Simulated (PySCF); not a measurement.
Cartesian coordinates in Å; atom numbers follow the order of the lines, from 1:
```xyz
13

N    -1.939   -1.019   -0.178
Si   -1.467   -0.002    1.122
O     0.053    0.607    1.019
Si    1.349    0.984    0.141
P     1.284   -0.216   -1.757
H    -2.017   -0.628   -1.104
H    -1.570   -1.954   -0.239
H    -1.423   -0.812    2.330
H    -2.344    1.161    1.103
H     1.267    2.398   -0.224
H     2.487    0.685    1.011
H     1.781   -1.382   -1.199
H     2.535    0.178   -2.194
```

Geometry: GFN2-xTB; GIAO shifts from PySCF 2.14.0 with density-fitted response routines, gas phase, non-relativistic, averaged over equivalent atoms.

At OPBE/pcSseg-0 (73 basis functions, 10 s wall time on 1 thread of an Arm Neoverse V1, shared host):
```json
{"atoms": "N1", "δ (ppm)": "27.3"}
{"atoms": "Si4", "δ (ppm)": "-44.2"}
{"atoms": "Si2", "δ (ppm)": "-49.3"}
{"atoms": "O3", "δ (ppm)": "23.3"}
{"atoms": "P5", "δ (ppm)": "-12.8"}
{"atoms": "H10/H11", "δ (ppm)": "6.14"}
{"atoms": "H8/H9", "δ (ppm)": "5.47"}
{"atoms": "H12/H13", "δ (ppm)": "0.95"}
{"atoms": "H6/H7", "δ (ppm)": "0.52"}
```

Scale: ¹⁵N (σ = 265.58 ppm) against NH3; ²⁹Si (σ = 348.21 ppm) and ¹H (σ = 33.27 ppm) against TMS; H2O for ¹⁷O (σ = 333.78 ppm); ³¹P (σ = 645.23 ppm) vs PH3 (reference shieldings calculated alike).

Problem. What do these become at PBE0/pcSseg-1?

Solution. 
```tsv
atoms	δ at PBE0/pcSseg-1	change
N1	42.0	+14.7
Si4	-24.4	+19.8
Si2	-38.6	+10.7
O3	65.4	+42.1
P5	-284.1	-271.3
H10/H11	5.75	-0.39
H8/H9	4.79	-0.68
H12/H13	1.08	+0.13
H6/H7	1.25	+0.73
```

Shifts are taken against calculated references (same method and geometry level): ¹⁵N (σref 267.73) vs NH3; ²⁹Si (σref 349.16), ¹H (σref 31.72) against TMS; ¹⁷O (σref 336.08) vs H2O; ³¹P (σref 318.38) vs H3PO4.

The largest change is at P5 (phosphorus bonded to Si, 2 H). Cost: 146 basis functions, 15 s wall time on 1 thread of an Arm Neoverse V1, shared host.

Experimental scales use liquid or dissolved standards, which lie at an offset from isolated NH3 (liquid NH3: subtract about 20 ppm) and H2O (liquid H2O: subtract about 36 ppm).
